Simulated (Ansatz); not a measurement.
Isolated molecules relaxed with PBE0-D4/def2-TZVP in Ansatz; ΔE leaves out vibrations. CCSD(T)/CBS adds triple-zeta CCSD(T) − MP2 to the extrapolated MP2 energy (def2 sets, frozen cores). This one scheme is used for every species. Functionals use def2-TZVPP. Triplets are unrestricted, without spin–orbit coupling. For Zn outer-core shells are correlated without core-valence functions, which leaves a few kJ/mol of doubt a bond. Scalar relativity is left out up to krypton.

Reaction (formal loss of a carbene): `[CH3][ZnH]` → `[CH2]` (triplet) + `[ZnH2]`

```csv
level,ΔE (kcal/mol)
LDA (SPW92),128.4
MP2/def2-SVP,108.8
```

Problem. What does CCSD(T)/CBS give? (Best estimate.)

Solution. The calculation gave: +111.8 kcal/mol. The listed levels differ from it by 16.6, -3.0 kcal/mol.

Largest T1 diagnostic among the species: 0.016.

From BLYP to BHLYP (50 % exact exchange), in def2-TZVPP and without D4, ΔE moves by −3.0 kcal/mol. Leaving LDA and LC-ωPBE aside and taking each functional with its dispersion term where it has one, the values, not all of them listed here, spread over 8.3 kcal/mol, from r2SCAN0-D4 to ωB97X-V. LDA lies +16.4 kcal/mol from PBE without D4.
